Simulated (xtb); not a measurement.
Cl2Zn, charge -1, doublet, from a rough starting geometry (GFN-xTB shapes and energies of metal compounds can be far from the true ones) (a state made from the parent by changing its charge; the spin is typed, not shown lowest); GFN2-xTB (xtb 6.7.1).

xtb was given this input:
```
$ xtb mol.xyz --gfn 2 --chrg -1 --uhf 1 --opt vtight --json

# file mol.xyz
3

Zn     0.06247861     0.05620195    -0.02533997
Cl     1.53912814     0.35704465    -1.44170161
Cl    -1.51509008    -0.36584800     1.39913416
```

Problem. Write the output that xtb gives for this input, abridged.

Solution. 
```
   ID    Z sym.   atoms
    1   30 Zn     1
    2   17 Cl     2, 3

           -------------------------------------------------
          |                Calculation Setup                |
           -------------------------------------------------

           -------------------------------------------------
          |                 G F N 2 - x T B                 |
           -------------------------------------------------

          ...................................................
          :                      SETUP                      :
          :.................................................:
          :  # basis functions                  24          :
          :  # atomic orbitals                  22          :
          :  # shells                            8          :
          :  # electrons                        17          :
          :  max. iterations                   250          :
          :  Hamiltonian                  GFN2-xTB          :
          :  restarted?                      false          :
          :  GBSA solvation                  false          :
          :  PC potential                    false          :
          :  electronic temp.          300.0000000     K    :
          :  accuracy                    1.0000000          :
          :  -> integral cutoff          0.2500000E+02      :
          :  -> integral neglect         0.1000000E-07      :
          :  -> SCF convergence          0.1000000E-05 Eh   :
          :  -> wf. convergence          0.1000000E-03 e    :
          :  Broyden damping             0.4000000          :
          :  net charge                         -1          :
          :  unpaired electrons                  1          :
          ...................................................

 iter      E             dE          RMSdq      gap      omega  full diag
   1     -9.8493789 -0.984938E+01  0.597E+00    3.07       0.0  T
   2     -9.8755660 -0.261871E-01  0.402E+00    3.56       1.0  T
   3     -9.8773298 -0.176374E-02  0.210E+00    4.05       1.0  T
   4     -9.8780931 -0.763269E-03  0.712E-01    4.37       1.0  T
   5     -9.8784004 -0.307343E-03  0.361E-01    4.40       1.0  T
   6     -9.8784949 -0.945231E-04  0.191E-01    4.35       1.0  T
   7     -9.8784967 -0.178886E-05  0.233E-02    4.38       2.5  T
   8     -9.8784982 -0.150978E-05  0.270E-02    4.38       2.1  T
   9     -9.8784982  0.191524E-07  0.698E-03    4.38       8.3  T
  10     -9.8784983 -0.573720E-07  0.370E-03    4.38      15.6  T
  11     -9.8784983 -0.200946E-07  0.116E-03    4.38      49.8  T
  12     -9.8784983 -0.288303E-08  0.328E-04    4.38     176.0  T
  13     -9.8784983 -0.218909E-09  0.811E-05    4.38     712.2  T

   *** convergence criteria satisfied after 13 iterations ***

         :::::::::::::::::::::::::::::::::::::::::::::::::::::
         ::                     SUMMARY                     ::
         :::::::::::::::::::::::::::::::::::::::::::::::::::::
         :: total energy              -9.874393855275 Eh    ::
         :: gradient norm              0.127861070788 Eh/a0 ::
         :: HOMO-LUMO gap              4.377046150153 eV    ::
         ::.................................................::
         :: SCC energy                -9.878498407751 Eh    ::
         :: -> isotropic ES            0.149417848467 Eh    ::
         :: -> anisotropic ES         -0.002854298668 Eh    ::
         :: -> anisotropic XC         -0.010875705815 Eh    ::
         :: -> dispersion             -0.001898506066 Eh    ::
         :: repulsion energy           0.004104552475 Eh    ::
         :: add. restraining           0.000000000000 Eh    ::
         :: total charge              -1.000000000000 e     ::
         :::::::::::::::::::::::::::::::::::::::::::::::::::::

      -----------------------------------------------------------
     |                   =====================                   |
     |                        A N C O P T                        |
     |                   =====================                   |
     |               Approximate Normal Coordinate               |
     |                Rational Function Optimizer                |
      -----------------------------------------------------------
      -----------------------------------------------------------
     |                   =====================                   |
     |                        A N C O P T                        |
     |                   =====================                   |
     |               Approximate Normal Coordinate               |
     |                Rational Function Optimizer                |
      -----------------------------------------------------------

          ...................................................
          :                      SETUP                      :
          :.................................................:
          :   optimization level         verytight          :
          :   max. optcycles                   200          :
          :   ANC micro-cycles                  20          :
          :   degrees of freedom                 3          :
          :.................................................:
          :   RF solver                   davidson          :
          :   write xtbopt.log                true          :
          :   linear?                        false          :
          :   energy convergence         0.1000000E-06 Eh   :
          :   grad. convergence          0.2000000E-03 Eh/α :
          :   maxmium RF displ.          1.0000000          :
          :   Hlow (freq-cutoff)         0.1000000E-01      :
          :   Hmax (freq-cutoff)         5.0000000          :
          :   S6 in model hess.         20.0000000          :
          ...................................................

generating ANC from exact Hessian ...
Using Lindh-Hessian (1995)
 Shifting diagonal of input Hessian by    5.7464557478272482E-003
[...]
 * total energy  :    -9.9275858 Eh     change       -0.5319195E-01 Eh
 * total energy  :    -9.9423260 Eh     change       -0.1474022E-01 Eh
 * total energy  :    -9.9478543 Eh     change       -0.5528278E-02 Eh
 * total energy  :    -9.9484701 Eh     change       -0.6158085E-03 Eh
 * total energy  :    -9.9524184 Eh     change       -0.3948333E-02 Eh
 * total energy  :    -9.9544620 Eh     change       -0.2043573E-02 Eh
 * total energy  :    -9.9546740 Eh     change       -0.2119611E-03 Eh
 * total energy  :    -9.9547521 Eh     change       -0.7812185E-04 Eh
 * total energy  :    -9.9548021 Eh     change       -0.5000600E-04 Eh
 * total energy  :    -9.9548436 Eh     change       -0.4150362E-04 Eh
 * total energy  :    -9.9548493 Eh     change       -0.5680227E-05 Eh
 * total energy  :    -9.9548502 Eh     change       -0.8949368E-06 Eh
 * total energy  :    -9.9548502 Eh     change       -0.6263863E-07 Eh
   *** GEOMETRY OPTIMIZATION CONVERGED AFTER 14 ITERATIONS ***
[...]
          :  PC potential                    false          :
          :  electronic temp.          300.0000000     K    :
          :  accuracy                    1.0000000          :
          :  -> integral cutoff          0.2500000E+02      :
          :  -> integral neglect         0.1000000E-07      :
          :  -> SCF convergence          0.1000000E-05 Eh   :
          :  -> wf. convergence          0.1000000E-03 e    :
          :  Broyden damping             0.4000000          :
          :  net charge                         -1          :
          :  unpaired electrons                  1          :
          ...................................................

 iter      E             dE          RMSdq      gap      omega  full diag
   1     -9.9550416 -0.995504E+01  0.768E-05    6.51       0.0  T
   2     -9.9550416 -0.120970E-11  0.552E-05    6.51    1046.6  T
   3     -9.9550416 -0.822453E-12  0.356E-05    6.51    1620.1  T

   *** convergence criteria satisfied after 3 iterations ***

         :::::::::::::::::::::::::::::::::::::::::::::::::::::
         ::                     SUMMARY                     ::
         :::::::::::::::::::::::::::::::::::::::::::::::::::::
         :: total energy              -9.954850246067 Eh    ::
         :: gradient norm              0.000028809839 Eh/a0 ::
         :: HOMO-LUMO gap              6.508256782933 eV    ::
         ::.................................................::
         :: SCC energy                -9.955041563236 Eh    ::
         :: -> isotropic ES            0.149319018572 Eh    ::
         :: -> anisotropic ES         -0.002373437726 Eh    ::
         :: -> anisotropic XC         -0.002539906533 Eh    ::
         :: -> dispersion             -0.001961526308 Eh    ::
         :: repulsion energy           0.000191317169 Eh    ::
         :: add. restraining           0.000000000000 Eh    ::
         :: total charge              -1.000000000000 e     ::
         :::::::::::::::::::::::::::::::::::::::::::::::::::::

           -------------------------------------------------
          |                Property Printout                |
           -------------------------------------------------

    * Orbital Energies and Occupations

         #    Occupation            Energy/Eh            Energy/eV
      -------------------------------------------------------------
         1        2.0000           -0.8603038             -23.4101
         2        2.0000           -0.8588429             -23.3703
         3        2.0000           -0.2860784              -7.7846
         4        2.0000           -0.2470932              -6.7237
         5        2.0000           -0.2428217              -6.6075
         6        2.0000           -0.2400846              -6.5330
         7        2.0000           -0.2372861              -6.4569
         8        2.0000           -0.2351734              -6.3994
         9        1.0000           -0.1628266              -4.4307 (HOMO)
        10                          0.0763474               2.0775 (LUMO)
        11                          0.2374973               6.4626
        12                          0.2441374               6.6433
        13                          0.2450107               6.6671
        14                          0.2455851               6.6827
        15                          0.2457189               6.6864
        16                          0.2458981               6.6912
        17                          0.2468225               6.7164
        18                          0.2469531               6.7199
        19                          0.2474313               6.7329
        20                          0.2476066               6.7377
       ...                                ...                  ...
        22                          0.4407669              11.9939
      -------------------------------------------------------------
                  HL-Gap            0.2391740 Eh            6.5083 eV
             Fermi-level           -0.1211198 Eh           -3.2958 eV

     #   Z          covCN         q      C6AA      α(0)
     1  30 Zn       1.356     0.213   122.728    21.641
     2  17 Cl       0.678    -0.607   119.158    16.694
     3  17 Cl       0.678    -0.606   119.155    16.694

 Mol. C6AA /au·bohr⁶  :       1071.353047
 Mol. C8AA /au·bohr⁸  :      56378.084828
 Mol. α(0) /au        :         55.029243

Wiberg/Mayer (AO) data.
largest (>0.10) Wiberg bond orders for each atom

 ---------------------------------------------------------------------------
     #   Z sym  total        # sym  WBO       # sym  WBO       # sym  WBO
 ---------------------------------------------------------------------------
     1  30 Zn   1.140 --     3 Cl   0.570     2 Cl   0.570
     2  17 Cl   0.654 --     1 Zn   0.570
     3  17 Cl   0.654 --     1 Zn   0.570
 ---------------------------------------------------------------------------

Topologies differ in total number of bonds
Writing topology from bond orders to xtbtopo.mol

molecular dipole:
                 x           y           z       tot (Debye)
 q only:        0.305       1.232       0.746
   full:        0.247       1.029       0.632       3.132
molecular quadrupole (traceless):
                xx          xy          yy          xz          yz          zz
 q only:       -4.729      -3.157       7.910      12.692       2.743      -3.181
  q+dip:       -5.218      -4.186       8.804      15.029       2.624      -3.586
   full:       -5.141      -4.661       8.767      15.652       2.260      -3.625

optimized geometry written to: xtbopt.xyz

           -------------------------------------------------
          | TOTAL ENERGY               -9.954850246067 Eh   |
          | GRADIENT NORM               0.000028809839 Eh/α |
          | HOMO-LUMO GAP               6.508256782933 eV   |
           -------------------------------------------------

normal termination of xtb
```
